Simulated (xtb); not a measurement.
xtb was given this input:
```
$ xtb mol.xyz --gfn 2 --uhf 1 --json

# file mol.xyz
8

F      2.60094538     1.14283506     0.08089861
C      1.43096998     0.69793299    -0.24220788
C      0.44692092     0.10911001     0.37558517
F      0.44992855    -0.20912959     1.70017522
C     -0.83543288    -0.29579618    -0.32144863
F     -1.90245541     0.30342010     0.21057985
F     -0.79671474     0.03356214    -1.61483549
F     -1.04667580    -1.61151893    -0.25143729
```

Problem. Predict the dipole moment from xtb with GFN2-xTB.

Solution. 1.90 D

Problem. What total energy does GFN2-xTB give?

Solution. -29.9426 Eh

Problem. What partial charges in atom order does GFN2-xTB give?

Solution. F1 -0.05, C2 0.12, C3 0.12, F4 -0.16, C5 0.49, F6 -0.17, F7 -0.19, F8 -0.17
